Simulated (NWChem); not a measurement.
System: C3H4FNSi; SMILES FC1=CC=N[SiH2]1

```xyz
10

F     -0.1261     2.2575     0.0000
C      0.0969     0.9413     0.0000
C      1.3335     0.3744     0.0000
C      1.2677    -1.1123     0.0000
N      0.1399    -1.7575     0.0000
Si    -1.1420    -0.5175     0.0000
H      2.2837     0.9318     0.0000
H      2.2284    -1.6762     0.0000
H     -1.9936    -0.5728    -1.2326
H     -1.9936    -0.5728     1.2326
```
Atoms are numbered in this order, from 1.

Level: PBE-D3(BJ)/def2-SVP (NWChem), optimised geometry, unscaled harmonic frequencies. 

List the harmonic frequencies with IR intensities, and the thermochemistry.


```csv
frequency (cm⁻¹),IR intensity (km/mol)
203,3.8
312,4.8
312,0.3
395,0.0
456,15.6
596,6.1
610,61.6
668,3.5
675,0.7
709,6.7
823,112.3
830,39.6
897,93.6
949,12.6
951,0.7
1215,8.0
1242,54.8
1319,8.9
1528,159.3
1627,76.3
2190,58.5
2198,73.5
2982,56.1
3125,4.3
```

```yaml
zero_point_energy: 38.3 kcal/mol
thermal correction to the enthalpy at 298.15 K (with zero-point energy): 42.5 kcal/mol
heat capacity Cv: 21.8 cal/(mol K)
entropy at 298.15 K and 1 atm (symmetry number 1): 75.9 cal/(mol K)
dipole_moment: 1.10 D
```

Rigid rotor and harmonic oscillator.
